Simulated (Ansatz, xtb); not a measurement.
Spectroscopic constants of CaH, multiplicity 2 (the spin of the measured ground state). No spin–orbit coupling. Ca is treated without relativity.

Seven points along R, fitted to fifth degree in 1/R; most abundant isotopes. In def2 and cc sets the state is the lowest found near the PBE0 minimum, followed along R.

Correlated levels freeze the inner cores; with def2 sets outer-core shells near the valence are correlated too.

The values were computed with Ansatz (Gaussian orbitals); xtb for the GFN methods. Each number belongs to the level named beside it. The GFN methods have no spin term and hold the electronic entropy of 300 K.

D_e counts from each atom's lowest state at the same level, without counterpoise or zero-point energy.

```json
[
 {"level": "GFN1-xTB", "r_e (Å)": "2.059", "ω_e (cm⁻¹)": "815", "ω_e x_e (cm⁻¹)": "-22", "D_e (eV)": "-", "dipole (D)": "-"},
 {"level": "GFN2-xTB", "r_e (Å)": "2.027", "ω_e (cm⁻¹)": "702", "ω_e x_e (cm⁻¹)": "1.2", "D_e (eV)": "-", "dipole (D)": "-"},
 {"level": "B3LYP/def2-TZVPP", "r_e (Å)": "1.993", "ω_e (cm⁻¹)": "1297", "ω_e x_e (cm⁻¹)": "20", "D_e (eV)": "1.95", "dipole (D)": "2.68"},
 {"level": "PBE0/def2-TZVPP", "r_e (Å)": "1.992", "ω_e (cm⁻¹)": "…", "ω_e x_e (cm⁻¹)": "19", "D_e (eV)": "1.91", "dipole (D)": "2.38"},
 {"level": "wB97M-V/def2-TZVPP", "r_e (Å)": "1.998", "ω_e (cm⁻¹)": "1305", "ω_e x_e (cm⁻¹)": "19", "D_e (eV)": "1.80", "dipole (D)": "2.70"},
 {"level": "CCSD/def2-TZVPP", "r_e (Å)": "2.026", "ω_e (cm⁻¹)": "1304", "ω_e x_e (cm⁻¹)": "20", "D_e (eV)": "1.67", "dipole (D)": "-"},
 {"level": "CCSD(T)/def2-TZVPP", "r_e (Å)": "2.025", "ω_e (cm⁻¹)": "1300", "ω_e x_e (cm⁻¹)": "21", "D_e (eV)": "1.64", "dipole (D)": "-"},
 {"level": "CCSD(T)/def2-QZVPP", "r_e (Å)": "…", "ω_e (cm⁻¹)": "…", "ω_e x_e (cm⁻¹)": "19", "D_e (eV)": "1.77", "dipole (D)": "-"}
]
```

Problem. Fill in the missing entries.

Solution. 
- CCSD(T)/def2-QZVPP, r_e (Å): 2.006
- CCSD(T)/def2-QZVPP, ω_e (cm⁻¹): 1299
- PBE0/def2-TZVPP, ω_e (cm⁻¹): 1307

Measured for the ground state: r_e 2.0025 Å, ω_e 1298.3 cm-1, ω_e x_e 19.1 cm-1, B_e 4.2766 cm-1, α_e 0.097 cm-1 [Huber and Herzberg (1979), NIST Chemistry WebBook]. dipole 2.53 D [compilation of Liu, Meijer and Pérez-Ríos].

Ansatz is an electronic-structure program.
